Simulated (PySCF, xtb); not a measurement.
CBr₃, SMILES Br[C](Br)Br, multiplicity 2.

Geometry optimised at ωB97X-D3(BJ)/def2-SVP.

Level of theory: IEF-PCM-B3LYP/def2-SVP in PySCF 2.14.0.

The values are the electrostatic part of the solvation free energy, E(continuum) − E(gas) at the gas-phase geometry, in a cavity of scaled van der Waals radii (PySCF's table); cavitation and dispersion terms are not included. The dipole moment in vacuum is 0.25 D.

Computed values in water (ε = 78.36), methanol (ε = 32.61), dimethylsulfoxide (ε = 46.83):
```csv
solvent,ε,ΔG(elec) (kcal/mol),dipole (D)
water,78.36,-1.0,0.32
methanol,32.61,-1.0,0.31
dimethylsulfoxide,46.83,-1.0,0.32
```

For comparison, GFN2-xTB/ALPB(water) (xtb, at the GFN2-xTB geometry, all terms of that model) gives -0.4 kcal/mol.
